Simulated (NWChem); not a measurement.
Program: NWChem. System: ditellurium (Te$_{2}$), charge 0, spin multiplicity 3, at a geometry optimised with UB3LYP/def2-SVP with def2 effective core potentials on Te. Its SCF solution wasn't tested for a lower state. Level: UHF/def2-TZVP with def2 effective core potentials on Te.

Job file:

```
start mol
memory heap 200 mb stack 900 mb global 1100 mb
geometry units angstroms nocenter noautoz
  Te     0.000000     0.000000     1.298249
  Te     0.000000     0.000000    -1.298249
  symmetry group D2h
end
basis spherical
  * library def2-tzvp
end
ecp
  Te library def2-ecp
end
scf
  uhf
  nopen 2
  maxiter 100
  thresh 1e-7
  semidirect memsize 60000000 filesize 0
  # guess.movecs holds the orbitals of an unrestricted PBE0 run
  vectors input guess.movecs output mol.movecs
end
task scf energy
```

Output (cleaned and shortened):

```
             Northwest Computational Chemistry Package (NWChem) 7.3.0
             --------------------------------------------------------

                                NWChem Input Module
                                -------------------

 Scaling coordinates for geometry "geometry" by  1.889725989
 (inverse scale =  0.529177249)

 Turning off AUTOSYM since
 SYMMETRY directive was detected!

                             Geometry "geometry" -> ""
                             -------------------------

 Output coordinates in angstroms (scale by  1.889725989 to convert to a.u.)

  No.       Tag          Charge          X              Y              Z
 ---- ---------------- ---------- -------------- -------------- --------------
    1 Te                  52.0000     0.00000000     0.00000000     1.29824900
    2 Te                  52.0000     0.00000000     0.00000000    -1.29824900

 Effective nuclear repulsion energy (a.u.)     551.0866102324

            Nuclear Dipole moment (a.u.)
            ----------------------------
        X                 Y               Z
 ---------------- ---------------- ----------------
     0.0000000000     0.0000000000     0.0000000000

      Symmetry information
      --------------------

 Group name             D2h
 Group number             26
 Group order               8
 No. of unique centers     1

      Symmetry unique atoms

     1


 Summary of "ao basis" -> "" (spherical)
 ------------------------------------------------------------------------------
       Tag                 Description            Shells   Functions and Types
 ---------------- ------------------------------  ------  ---------------------
 *                         def2-tzvp                  on all atoms

 Summary of "ao basis" -> "ao basis" (spherical)
 ------------------------------------------------------------------------------
       Tag                 Description            Shells   Functions and Types
 ---------------- ------------------------------  ------  ---------------------
 Te                        def2-tzvp                16       50   6s5p3d2f

                                 NWChem SCF Module
                                 -----------------

  ao basis        = "ao basis"
  functions       =   100
  atoms           =     2
  alpha electrons =    25
  beta  electrons =    23
  charge          =   0.00
  wavefunction    = UHF
  use symmetry    = T
  symmetry adapt  = T

 Summary of "ao basis" -> "ao basis" (spherical)
 ------------------------------------------------------------------------------
       Tag                 Description            Shells   Functions and Types
 ---------------- ------------------------------  ------  ---------------------
 Te                        def2-tzvp                16       50   6s5p3d2f

      Symmetry analysis of basis
      --------------------------

        ag         21
        au          5
        b1g         5
        b1u        21
        b2g        12
        b2u        12
        b3g        12
        b3u        12

 Forming initial guess at       0.2s

   Symmetry analysis of molecular orbitals - initial alpha
   -------------------------------------------------------

  Numbering of irreducible representations:

     1 ag          2 au          3 b1g         4 b1u         5 b2g
     6 b2u         7 b3g         8 b3u

  Orbital symmetries:

     1 ag          2 b1u         3 ag          4 b1u         5 b3u
     6 b2u         7 b2g         8 b3g         9 ag         10 b2u
[...]
  ----- ------------  ---------------      ----- ------------  ---------------
    18      0.371756  1 Te pz                68     -0.371756  2 Te pz
    12     -0.305653  1 Te pz                62      0.305653  2 Te pz
    15      0.235478  1 Te pz                65     -0.235478  2 Te pz
     6      0.189565  1 Te s                 56      0.189565  2 Te s
     5      0.169281  1 Te s                 55      0.169281  2 Te s

 Vector   22  Occ=1.000000D+00  E=-3.137858D-01  Symmetry=b3u
              MO Center= -8.4D-18,  1.2D-18, -1.1D-16, r^2= 3.5D+00
   Bfn.  Coefficient  Atom+Function         Bfn.  Coefficient  Atom+Function
  ----- ------------  ---------------      ----- ------------  ---------------
    16      0.341900  1 Te px                66      0.341900  2 Te px
    10     -0.268692  1 Te px                60     -0.268692  2 Te px
    13      0.201257  1 Te px                63      0.201257  2 Te px
    19      0.190018  1 Te px                69      0.190018  2 Te px

 Vector   23  Occ=1.000000D+00  E=-3.137858D-01  Symmetry=b2u
              MO Center=  3.5D-18, -1.7D-17,  8.8D-17, r^2= 3.5D+00
   Bfn.  Coefficient  Atom+Function         Bfn.  Coefficient  Atom+Function
  ----- ------------  ---------------      ----- ------------  ---------------
    17      0.341900  1 Te py                67      0.341900  2 Te py
    11     -0.268692  1 Te py                61     -0.268692  2 Te py
    14      0.201257  1 Te py                64      0.201257  2 Te py
    20      0.190018  1 Te py                70      0.190018  2 Te py

 Vector   24  Occ=0.000000D+00  E=-2.847336D-02  Symmetry=b2g
              MO Center=  9.5D-18,  2.1D-22,  1.2D-16, r^2= 5.2D+00
   Bfn.  Coefficient  Atom+Function         Bfn.  Coefficient  Atom+Function
  ----- ------------  ---------------      ----- ------------  ---------------
    19      0.438047  1 Te px                69     -0.438047  2 Te px
    16      0.309900  1 Te px                66     -0.309900  2 Te px
    10     -0.281699  1 Te px                60      0.281699  2 Te px
    13      0.231027  1 Te px                63     -0.231027  2 Te px

 Vector   25  Occ=0.000000D+00  E=-2.847336D-02  Symmetry=b3g
              MO Center=  5.8D-21, -3.3D-17,  9.0D-18, r^2= 5.2D+00
   Bfn.  Coefficient  Atom+Function         Bfn.  Coefficient  Atom+Function
  ----- ------------  ---------------      ----- ------------  ---------------
    20      0.438047  1 Te py                70     -0.438047  2 Te py
    17      0.309900  1 Te py                67     -0.309900  2 Te py
    11     -0.281699  1 Te py                61      0.281699  2 Te py
    14      0.231027  1 Te py                64     -0.231027  2 Te py

 Vector   26  Occ=0.000000D+00  E= 5.744284D-02  Symmetry=b1u
              MO Center= -3.4D-20, -4.4D-20,  1.0D-16, r^2= 8.1D+00
   Bfn.  Coefficient  Atom+Function         Bfn.  Coefficient  Atom+Function
  ----- ------------  ---------------      ----- ------------  ---------------
    21      0.878752  1 Te pz                71      0.878752  2 Te pz
     6     -0.734521  1 Te s                 56      0.734521  2 Te s
    18      0.249424  1 Te pz                68      0.249424  2 Te pz
    12     -0.224109  1 Te pz                62     -0.224109  2 Te pz
     2     -0.193080  1 Te s                 15      0.193206  1 Te pz

 center of mass
 --------------
 x =   0.00000000 y =   0.00000000 z =   0.00000000

 moments of inertia (a.u.)
 ------------------
        1563.778404460577           0.000000000000           0.000000000000
           0.000000000000        1563.778404460577           0.000000000000
           0.000000000000           0.000000000000           0.000000000000

  Mulliken analysis of the total density
  --------------------------------------

    Atom       Charge   Shell Charges
 -----------   ------   -------------------------------------------------------
    1 Te  24    24.00   0.28 -0.84  1.56  1.00  1.09  0.83 -0.51  6.46  1.02  2.22  0.76  9.09  0.90  0.11  0.01  0.00
    2 Te  24    24.00   0.28 -0.84  1.56  1.00  1.09  0.83 -0.51  6.46  1.02  2.22  0.76  9.09  0.90  0.11  0.01  0.00

  Mulliken analysis of the alpha density
  --------------------------------------

    Atom       Charge   Shell Charges
 -----------   ------   -------------------------------------------------------
    1 Te  24    12.50   0.14 -0.42  0.78  0.50  0.56  0.41 -0.26  3.24  0.66  1.43  0.42  4.53  0.46  0.05  0.01  0.00
    2 Te  24    12.50   0.14 -0.42  0.78  0.50  0.56  0.41 -0.26  3.24  0.66  1.43  0.42  4.53  0.46  0.05  0.01  0.00

   Mulliken analysis of the beta density
   -------------------------------------

    Atom       Charge   Shell Charges
 -----------   ------   -------------------------------------------------------
    1 Te  24    11.50   0.14 -0.42  0.78  0.50  0.54  0.42 -0.25  3.22  0.36  0.80  0.34  4.56  0.44  0.06  0.01  0.00
    2 Te  24    11.50   0.14 -0.42  0.78  0.50  0.54  0.42 -0.25  3.22  0.36  0.80  0.34  4.56  0.44  0.06  0.01  0.00

   Mulliken analysis of the spin density
   -------------------------------------

    Atom       Charge   Shell Charges
 -----------   ------   -------------------------------------------------------
    1 Te  24     1.00  -0.00  0.00 -0.00 -0.00  0.02 -0.01 -0.01  0.02  0.30  0.63  0.08 -0.02  0.02 -0.02 -0.00 -0.00
    2 Te  24     1.00  -0.00  0.00 -0.00 -0.00  0.02 -0.01 -0.01  0.02  0.30  0.63  0.08 -0.02  0.02 -0.02 -0.00 -0.00

       Multipole analysis of the density wrt the origin
       ------------------------------------------------

     L   x y z        total         alpha         beta         nuclear
     -   - - -        -----         -----         ----         -------
     0   0 0 0      0.000000    -25.000000    -23.000000     48.000000

     1   1 0 0     -0.000000     -0.000000      0.000000      0.000000
     1   0 1 0      0.000000      0.000000      0.000000      0.000000
     1   0 0 1     -0.000000     -0.000000      0.000000      0.000000

     2   2 0 0    -40.622564    -23.205816    -17.416748      0.000000
     2   1 1 0     -0.000000     -0.000000     -0.000000      0.000000
     2   1 0 1     -0.000000     -0.000000     -0.000000      0.000000
     2   0 2 0    -40.622564    -23.205816    -17.416748      0.000000
     2   0 1 1     -0.000000      0.000000     -0.000000      0.000000
     2   0 0 2    -36.262601   -172.402845   -152.764652    288.904896

 Task  times  cpu:        2.3s     wall:        2.3s

 Total times  cpu:        2.3s     wall:        2.3s
```
